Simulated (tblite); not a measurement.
Species: C₆H₁₄N (doublet state).
Numbering: `[CH3:1][CH2:2][CH2:3][N:4][CH:5]([CH3:6])[CH3:7]` (hydrogens: H8, H9, H10 on C1; H11, H12 on C2; H13, H14 on C3; H15 on C5; H16, H17, H18 on C6; H19, H20, H21 on C7)

Computed with GFN2-xTB (tblite), gas phase: L-BFGS steps from a force-field or distance-geometry start until the largest atomic force falls under 0.01 eV/Å.

Step 20: E = -621.3930 eV
```
atom  x, y, z in Å  |  force x, y, z in eV/Å
C1      3.3104    0.1817   -0.0247   -0.012  -0.139  -0.026
C2      2.0937   -0.7221   -0.1922   -0.185   0.070   0.018
C3      0.8365    0.1208    0.0398   -0.052   0.069   0.085
N4     -0.3914   -0.5187   -0.1884    0.098  -0.182  -0.032
C5     -1.5534    0.2687    0.0004    0.132  -0.048   0.016
C6     -1.9918    0.2146    1.4891   -0.009   0.036  -0.169
C7     -2.6794   -0.2754   -0.8949    0.158   0.004   0.139
H8      3.3530    0.9081   -0.8343    0.019   0.060   0.110
H9      3.2526    0.7013    0.9336    0.102   0.007  -0.145
H10     4.2205   -0.4086   -0.0479    0.101   0.006   0.011
H11     2.1386   -1.5293    0.5434   -0.112   0.020  -0.106
H12     2.0817   -1.1651   -1.1908   -0.065   0.042   0.099
H13     0.8786    0.4726    1.0880   -0.044   0.053   0.099
H14     0.9103    1.0575   -0.5476   -0.008  -0.028  -0.109
H15    -1.3407    1.3355   -0.2057   -0.150   0.032  -0.135
H16    -2.3298   -0.7826    1.7622    0.100   0.045  -0.064
H17    -1.1544    0.5056    2.1231   -0.112  -0.063   0.004
H18    -2.8052    0.9221    1.6252   -0.037  -0.022   0.088
H19    -2.6907   -1.3556   -0.7763   -0.084   0.001  -0.041
H20    -2.5034   -0.0475   -1.9464    0.077   0.024   0.161
H21    -3.6447    0.1333   -0.6015    0.083   0.013  -0.003
```

Step 21: E = -621.4057 eV
```
atom  x, y, z in Å  |  force x, y, z in eV/Å
C1      3.3195    0.1673   -0.0267   -0.017  -0.046  -0.048
C2      2.0845   -0.7103   -0.1885   -0.128   0.027   0.071
C3      0.8396    0.1466    0.0453   -0.120   0.041   0.023
N4     -0.3877   -0.4900   -0.1944    0.096  -0.259  -0.053
C5     -1.5604    0.2801   -0.0001    0.249  -0.099  -0.076
C6     -1.9947    0.2082    1.4834    0.004   0.033  -0.067
C7     -2.6760   -0.2826   -0.8930    0.076   0.015   0.091
H8      3.3650    0.9040   -0.8248    0.016   0.079   0.022
H9      3.2875    0.6866    0.9321    0.068  -0.032  -0.086
H10     4.2213   -0.4328   -0.0697    0.105  -0.042   0.021
H11     2.1168   -1.5139    0.5474   -0.098  -0.049  -0.007
H12     2.0603   -1.1685   -1.1787   -0.058   0.096   0.029
H13     0.8736    0.4959    1.0922   -0.007   0.074   0.142
H14     0.9227    1.0786   -0.5437   -0.014   0.040  -0.127
H15    -1.3614    1.3480   -0.2074   -0.160   0.071  -0.120
H16    -2.3219   -0.7941    1.7483    0.058   0.021  -0.075
H17    -1.1573    0.4900    2.1208   -0.107  -0.008   0.014
H18    -2.8118    0.9086    1.6273   -0.049  -0.012   0.118
H19    -2.6874   -1.3613   -0.7591   -0.075   0.013  -0.028
H20    -2.4981   -0.0735   -1.9486    0.078   0.044   0.181
H21    -3.6429    0.1302   -0.6078    0.083  -0.005  -0.027
```

Q: Estimate the geometry and energy of step 22. (The exact step hangs on the optimiser's Hessian estimate; all steps are aligned on step 21, rigid shifts and turns removed.)

A: E = -621.4175 eV, largest force 0.301 eV/Å
```
atom  x, y, z in Å  |  force x, y, z in eV/Å
C1      3.3282    0.1519   -0.0298   -0.001   0.048  -0.059
C2      2.0731   -0.6978   -0.1833   -0.010  -0.017   0.100
C3      0.8410    0.1733    0.0516   -0.116   0.011  -0.027
N4     -0.3817   -0.4662   -0.2011    0.068  -0.222  -0.045
C5     -1.5628    0.2892   -0.0024    0.251  -0.108  -0.127
C6     -1.9973    0.2020    1.4760    0.019   0.024   0.047
C7     -2.6708   -0.2896   -0.8894   -0.016   0.003   0.022
H8      3.3772    0.9011   -0.8150    0.010   0.065  -0.055
H9      3.3232    0.6705    0.9288    0.033  -0.068  -0.015
H10     4.2229   -0.4577   -0.0912    0.061  -0.069   0.018
H11     2.0933   -1.4993    0.5517   -0.086  -0.099   0.089
H12     2.0369   -1.1691   -1.1658   -0.059   0.141  -0.038
H13     0.8689    0.5215    1.0987    0.006   0.082   0.127
H14     0.9346    1.1006   -0.5419   -0.036   0.067  -0.112
H15    -1.3845    1.3610   -0.2107   -0.127   0.048  -0.102
H16    -2.3130   -0.8050    1.7329    0.011  -0.014  -0.088
H17    -1.1623    0.4745    2.1184   -0.069   0.053   0.038
H18    -2.8189    0.8944    1.6310   -0.046  -0.011   0.112
H19    -2.6857   -1.3663   -0.7422   -0.057   0.005  -0.008
H20    -2.4919   -0.0988   -1.9475    0.089   0.067   0.149
H21    -3.6392    0.1270   -0.6145    0.075  -0.006  -0.026
```

The energy changes by -0.0118 eV. The first-order estimate −F·Δx gives -0.0165 eV and the mean of the old and new forces, exact on a quadratic surface, -0.0118 eV. The step makes an angle of 76° with the force vector and moves no atom by more than 0.039 Å.

What follows is the cost of the whole relaxation. Hardware: one thread, Arm Neoverse N1 (aarch64), shared host with 32 logical CPUs at a one-minute load of 21. Cost: 0.6 s.
